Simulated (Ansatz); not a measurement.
`C=C[Se][SiH2]O`. Total charge 0; spin multiplicity 1. The structure was optimised at the PBE0-D4/def2-TZVP level. It is one conformer, not always the lowest.

```xyz
11

C     0.197   -1.277   -1.223
C    -0.974   -1.294   -0.604
Se   -1.706    0.048    0.536
Si    0.221    1.014    1.251
O     1.047    1.831    0.085
H     0.888   -0.444   -1.162
H     0.496   -2.125   -1.830
H    -1.651   -2.136   -0.708
H     1.165   -0.019    1.727
H    -0.242    1.912    2.341
H     0.560    2.490   -0.413
```

Q: What is the dipole moment at ωB97M-V/def2-TZVPP? (Best estimate.)

A: Computed: 0.80 D, with components (0.01, 0.38, -0.71) D in this frame, pointing from negative to positive charge.

Q: And with PBE, r2SCAN, B3LYP? (Estimate.)

A: Ansatz gave: PBE 0.81 D, r2SCAN 0.83 D, B3LYP 0.77 D.

Q: Give the Mulliken charges with ωB97M-V, r2SCAN, B3LYP in def2-TZVPP. (Best estimate.)

A: The calculation gave: 
```tsv
atom	ωB97M-V	r2SCAN	B3LYP
C1	-0.23	-0.21	-0.24
C2	-0.13	-0.07	-0.12
Se3	-0.06	-0.08	-0.06
Si4	0.32	0.44	0.42
O5	-0.37	-0.41	-0.38
H6	0.11	0.09	0.11
H7	0.11	0.08	0.11
H8	0.11	0.09	0.11
H9	-0.01	-0.06	-0.05
H10	-0.03	-0.08	-0.08
H11	0.18	0.21	0.19
```

B3LYP here is the variant with VWN-RPA as its local correlation; programs differ in this.
